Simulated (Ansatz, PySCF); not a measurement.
This singlet lies 2.94 eV below the relaxed triplet at the level frozen-core CCSD(T)/cc-pVTZ // B3LYP-D3(BJ)/def2-TZVP (Ansatz, a program for electronic structure).

B3LYP has the VWN-RPA correlation part, as in Gaussian. 

Cartesian coordinates (Å):
```xyz
5

O     -1.4060     0.1612    -0.0201
Ge    -0.0035     1.1215    -0.6242
O      1.4051     0.1087    -0.1302
H     -1.2415    -0.6724     0.4360
H      1.2459    -0.7189     0.3386
```
Charge 0, multiplicity 1.

Q: What LUMO, HOMO–LUMO gap, total energy, HOMO and dipole moment does B3LYP-D3(BJ)/def2-TZVP (PySCF 2.14.0) give?

A: 
```
Property               Value
-------------  -------------
LUMO                -1.83 eV
HOMO–LUMO gap        6.00 eV
total energy   -2228.8312 Ha
HOMO                -7.82 eV
dipole moment         1.43 D
```
